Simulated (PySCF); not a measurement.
All values below come from PBE-D3(BJ)/def2-TZVP // r2SCAN-D4/def2-TZVP run with PySCF. Gas-phase values, no solvent. One relaxed conformer stands for a flexible species; it need not be the lowest. Delta-SCF ions had no search for a lower state. Excitations are Tamm–Dancoff values on a coarser integration grid. The basis has no diffuse functions, so Rydberg states are missing or too high.

Reference species (SMILES): `C=[SiH]N` (neutral, multiplicity 1).

The vertical ionisation energy (Delta-SCF) is 7.79 eV and the S1 excitation (TDA) is 4.42 eV. The T1 excitation (TDA) is 3.17 eV and the S1 oscillator strength comes out as 0.003.

Changed species: `C(N)=[SiH2]`.

**Question.** Give the shifts of the vertical ionisation energy (Delta-SCF), S1 excitation (TDA), T1 excitation (TDA) and S1 oscillator strength.

**Answer.** the vertical ionisation energy (Delta-SCF) falls by 0.44 eV, to 7.35 eV; the S1 excitation (TDA) decreases by 0.24 eV, to 4.18 eV; the T1 excitation (TDA) falls by 1.38 eV, to 1.79 eV; the S1 oscillator strength hardly moves.
